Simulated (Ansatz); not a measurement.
System: fluoro(trimethyl)silane, C$_{3}$H$_{9}$FSi, net charge 0, singlet state. 
Structure (B3LYP-D3(BJ)/def2-TZVP (Ansatz, a program for electronic structure) minimum search):
```
Si
F 1 1.6195
C 1 1.8648 2 107.28
H 3 1.0920 1 111.16 2 -60.15
H 3 1.0920 4 107.97 1 -122.16
H 3 1.0929 4 107.83 5 -116.26
C 1 1.8648 2 107.28 3 -120.00
H 7 1.0920 1 111.16 2 60.15
H 7 1.0920 8 107.97 1 122.16
H 7 1.0929 8 107.83 9 116.26
C 1 1.8648 2 107.28 3 120.00
H 11 1.0920 1 111.16 2 -60.15
H 11 1.0920 12 107.97 1 -122.16
H 11 1.0929 12 107.83 13 -116.26
```

Wanted: atomisation energy (electronic, to ground-state atoms), in kcal/mol. Valence correlation only, unless marked. Open shells are spin-unrestricted. No spin-orbit coupling. Non-relativistic. The coupled-cluster limit lacks core correlation, which all-electron functionals hold. Basis-set limits of correlation are two-point, X^-3; Hartree-Fock from the larger set.

```tsv
level	program	atomisation energy (kcal/mol)
PBE0/def2-SVP	Ansatz	___
BHLYP/def2-TZVPD	Ansatz	___
HSE06/def2-TZVPD	Ansatz	___
CAM-B3LYP/def2-TZVPD	Ansatz	1299.0
RPA@PBE/cc-pV(Q+d)Z	Ansatz	1234.0
SCS-MP2/6-31G	Ansatz	1106.0
CCSD(T)/CBS(cc-pV(T+d)Z,cc-pV(Q+d)Z)	Ansatz	1302.1
```

Question: Some entries are withheld; supply them.

Answer: 
- PBE0/def2-SVP, atomisation energy (kcal/mol): 1294.3
- BHLYP/def2-TZVPD, atomisation energy (kcal/mol): 1265.8
- HSE06/def2-TZVPD, atomisation energy (kcal/mol): 1294.1
